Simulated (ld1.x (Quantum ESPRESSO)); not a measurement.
antimony (Sb): excitation energies, all-electron against TM

ld1.x (Quantum ESPRESSO) 7.5 input, shortened:

```
&input
   title='Sb', zed=51., rel=1, dft='PBE', iswitch=3,
   config='[Kr] 4d10 5s2 5p3'
 /
 &inputp
   pseudotype=2, tm=.true., lloc=1,
   nlcc=.true.
 /
2
5S  1  0   2.00   0.00  1.45  1.45  0.0
5P  2  1   3.00   0.00  2.10  2.10  0.0
 &test
   configts(1)='5s2 5p3'
 /
```

Energies are relative to the spin-unpolarised reference configuration 5s2 5p3; without spin polarisation the order of configurations can differ from experiment. The frozen-core shift is the all-electron ΔE with the core orbitals held at their reference shape minus the fully relaxed ΔE.

(1) Give the all-electron excitation energy and the error of the potential for: 5s2 5p2; 5s2 5p1; 5s2 5p0; 5s1 5p0; 5s1 5p3; 5s2 5p2.5; 5s2 5p3.3.

Answers

(1)

```tsv
valence configuration	charge	ΔE all-electron (eV)	error AE − PS (meV)	frozen-core shift (meV)
5s2 5p2	+1	8.317	-4.6	+7.6
5s2 5p1	+2	24.285	-31	+52
5s2 5p0	+3	48.698	-117	+193
5s1 5p0	+4	92.991	-438	+659
5s1 5p3	+1	17.049	-30	+34
5s2 5p2.5	+0.5	3.262	-1.1	+1.6
5s2 5p3.3	-0.3	-1.159	+0.2	0.0
```
